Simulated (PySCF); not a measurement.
Screening by computed properties: pick the candidate that meets the target.

Species are written as SMILES; each is one conformer at its optimised geometry, gas phase, non-relativistic unless stated. Electronic properties by PySCF.

Dipoles, sizes and rotational constants follow the conformer. The torsions of the flexible species, by atom-mapped SMILES:
- `[CH2:1]=[N:2][c:3]1[cH:4][cH:5][c:6]([B:7]([OH:8])[OH:9])[s:10]1`: C1–N2–C3–C4 -177°, C5–C6–B7–O8 -178°, H–O8–B7–C6 180°, H–O9–B7–C6 -179°
- `[CH3:1][CH2:2][C:3](=[Se:4])[CH2:5][C:6]([F:7])([F:8])[F:9]`: C1–C2–C3–Se4 3°, C2–C3–C5–C6 86°, C3–C5–C6–F7 60°
- `[CH3:1]/[CH:2]=[CH:3]\[CH2:4][CH:5]([F:6])[F:7]`: C2–C3–C4–C5 -122°, C3–C4–C5–F6 180°
- `[CH3:1][S+:2]([CH3:3])[CH2:4][O:5][SiH3:6]`: C1–S2–C4–O5 -166°, S2–C4–O5–Si6 -96°

The conformers of `CC(C)N1CCN[SiH2]1` aren't listed.

Problem. Wanted: electronic spatial extent ⟨r²⟩ about the centre of nuclear charge below 900 bohr² (wB97X-D/def2-SVPD) and static isotropic polarisability below 80 au (wB97X-D/def2-SVPD), at PBE0-D3(BJ)/def2-SVP geometries. Which candidate meets both?
A. `CCC(=[Se])CC(F)(F)F`
B. `C[S+](C)CO[SiH3]`
C. `[NH+]#CC1=CC=CC1`
D. `C/C=C\CC(F)F`
E. `C=Nc1ccc(B(O)O)s1`

Solution. C. Computed values:
| species | electronic spatial extent ⟨r²⟩ about the centre of nuclear charge | static isotropic polarisability |
| --- | --- | --- |
| [NH+]#CC1=CC=CC1 | 735 bohr² | 74.8 au |
| C/C=C\CC(F)F | 1040 bohr² | 64.8 au |
| C[S+](C)CO[SiH3] | 1209 bohr² | 83.4 au |
| CCC(=[Se])CC(F)(F)F | 1876 bohr² | 91.4 au |
| C=Nc1ccc(B(O)O)s1 | 1900 bohr² | 112.4 au |

Problem. Wanted: smallest rotational constant between 1.04 GHz and 1.3 GHz (PBE0-D3(BJ)/def2-SVP) and HOMO–LUMO gap above 8.1 eV (wB97X-D/def2-SVPD), at PBE0-D3(BJ)/def2-SVP geometries. Which candidate meets both?
A. `C[S+](C)CO[SiH3]`
B. `C/C=C\CC(F)F`
C. `C=NC1=CC=C(B(O)O)S1`
D. `[NH+]#CC1=CC=CC1`

Solution. B. Computed values:
| species | smallest rotational constant | HOMO–LUMO gap |
| --- | --- | --- |
| C=NC1=CC=C(B(O)O)S1 | 0.553 GHz | 8.03 eV |
| C[S+](C)CO[SiH3] | 1.006 GHz | 11.59 eV |
| C/C=C\CC(F)F | 1.081 GHz | 11.20 eV |
| [NH+]#CC1=CC=CC1 | 1.522 GHz | 8.15 eV |

Problem. Wanted: HOMO energy above -9 eV (wB97X-D/def2-SVPD) and lowest triplet excitation (Tamm–Dancoff) above 5 eV (TDA wB97X-D/def2-SVPD), at PBE0-D3(BJ)/def2-SVP geometries. Which candidate meets both?
A. `C=Nc1ccc(B(O)O)s1`
B. `C[S+](C)CO[SiH3]`
C. `CC(C)N1CCN[SiH2]1`
D. `C1=CCC(C#[NH+])=C1`
E. `C/C=C\CC(F)F`

Solution. C. Computed values:
```csv
species,HOMO energy,lowest triplet excitation (Tamm–Dancoff)
C[S+](C)CO[SiH3],-14.50 eV,6.28 eV
C1=CCC(C#[NH+])=C1,-13.64 eV,2.55 eV
C/C=C\CC(F)F,-9.27 eV,4.44 eV
C=Nc1ccc(B(O)O)s1,-8.20 eV,2.68 eV
CC(C)N1CCN[SiH2]1,-7.99 eV,5.81 eV
```

Problem. Wanted: lowest singlet excitation between 3 eV and 6.6 eV (TDDFT wB97X-D/def2-SVPD) and vertical ionisation energy above 12 eV (ΔSCF wB97X-D/def2-SVPD), at PBE0-D3(BJ)/def2-SVP geometries. Which candidate meets both?
A. `C[S+](C)CO[SiH3]`
B. `C(C/C=C\C)(F)F`
C. `CC(C)N1CCN[SiH2]1`
D. `CCC(=[Se])CC(F)(F)F`
E. `C1=C(C#[NH+])CC=C1`
F. `C=Nc1ccc(B(O)O)s1`

Solution. E. Computed values:
| species | lowest singlet excitation | vertical ionisation energy |
| --- | --- | --- |
| CCC(=[Se])CC(F)(F)F | 2.12 eV | 8.46 eV |
| C=Nc1ccc(B(O)O)s1 | 4.20 eV | 8.22 eV |
| C1=C(C#[NH+])CC=C1 | 4.33 eV | 13.82 eV |
| CC(C)N1CCN[SiH2]1 | 5.98 eV | 7.97 eV |
| C[S+](C)CO[SiH3] | 7.13 eV | 14.72 eV |
| C(C/C=C\C)(F)F | 7.29 eV | 9.56 eV |
